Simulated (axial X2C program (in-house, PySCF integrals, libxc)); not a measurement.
# Excited states of AsSe⁺ by EOM-EE-CCSD

Computed with an axial X2C code built on PySCF integrals: two-component X2C with atomic mean-field Coulomb and Gaunt terms, Gaussian nuclei, basis Se dyall-acv3z, As dyall-acv3z with contracted cores.

R = 2.062 Å (near the PBE0 minimum at charge 1 of the determinant lowest at the starting distance; the state shown can have its own minimum elsewhere).

Hartree–Fock spinors of AsSe⁺ (one of each Kramers pair; a window near the gap, which can cut inner shells):

```
  ω  occupied  ε (eV)                     character
1/2       yes  -25.72  42% As s, 22% Se s, 19% Se p
1/2       yes  -18.47   42% Se p, 41% As p, 8% As s
1/2       yes  -17.38   57% Se p, 30% As p, 6% As d
3/2       yes  -17.12   56% Se p, 31% As p, 6% As d
1/2        no   -6.87  49% As p, 22% Se p, 13% Se d
3/2        no   -6.69  47% As p, 23% Se p, 13% Se d
1/2        no   -2.72  46% As p, 22% Se p, 11% As d
1/2        no   -2.68  56% As s, 25% Se s, 10% As d
1/2        no   -1.86            71% As p, 26% Se p
3/2        no   -1.85            71% As p, 26% Se p
```

Vertical excitation energies from the closed-shell determinant state of AsSe⁺:

```csv
Ω,excitation (eV),cm⁻¹,hole of the leading pair,particle of the leading pair,weight of the pair (for Ω = 0 its time-reversed partner can hold as much again),singles weight
1,2.416,19484,"56% Se pπ, 31% As pπ","51% As pπ, 25% Se pπ, 11% Se dπ",0.62,0.96
0⁻,2.448,19742,"57% Se pπ, 29% As pπ","51% As pπ, 25% Se pπ, 11% Se dπ",0.24,0.96
2,3.081,24852,"56% Se pπ, 31% As pπ","51% As pπ, 24% Se pπ, 11% Se dπ",0.68,0.95
1,3.127,25220,"57% Se pπ, 29% As pπ","51% As pπ, 25% Se pπ, 11% Se dπ",0.94,0.95
3,3.133,25271,"56% Se pπ, 31% As pπ","49% As pπ, 26% Se pπ, 11% Se dπ",0.95,0.95
```

This point took 25 s on 1 thread of Arm Neoverse V2, with other jobs on the host.

Reference electrons by ω block (each with its −ω partner): 1/2: 22, 3/2: 9, 5/2: 2. 10 electrons of AsSe⁺ correlated (inner shells frozen), 88 natural virtual spinors (a truncated set); levels can be off by some tenths of an eV. Roots sought by Ω: (0: 5, 1: 4, 2: 3, 3: 1); rows need 60 % singles weight and stop where some Ω has no more roots. Missing are any skipped roots, higher Ω and states of a further excitation; these come out far too high here and may in truth be low or lowest. T1 of the reference 0.025 (Lee–Taylor). Number of frozen shells: Se 3 s, 2 p, 1 d; As 3 s, 2 p, 1 d.
